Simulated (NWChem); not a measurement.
# C₃H₆AlCl; SMILES C=[CH][Al]([CH3])[Cl]

```xyz
11

Al    -0.2141     0.0544    -0.0038
Cl     0.6229     2.0009    -0.0084
C     -2.1526    -0.1094     0.0022
H     -2.5001    -1.1509    -0.0834
H     -2.5971     0.4662    -0.8265
H     -2.5720     0.3080     0.9332
C      1.0178    -1.4441     0.0011
C      0.5750    -2.7123    -0.0027
H      2.1071    -1.2991     0.0071
H      1.2510    -3.5775     0.0000
H     -0.4947    -2.9594    -0.0088
```
Atoms are numbered in this order, from 1.

Results from NWChem. Structure relaxed at the PBE0/def2-SVP level. Vzz is the largest principal value of the second derivative of the potential at the nucleus (NWChem prints the opposite sign); η is the asymmetry. Non-relativistic.

| level | Vzz Al1 (a.u.) | η Al1 | Vzz Cl2 (a.u.) | η Cl2 | relative time |
|---|---|---|---|---|---|
| CAM-B3LYP/def2-SVP | 0.969 | 0.67 | 1.129 | 0.40 | 6 |
| Hartree-Fock/def2-TZVP | 1.272 | 0.68 | 1.112 | 0.49 | 4 |
| Hartree-Fock/def2-SVP | 1.020 | 0.69 | 1.064 | 0.34 | 1 |

Times are rough ratios from one shared machine.
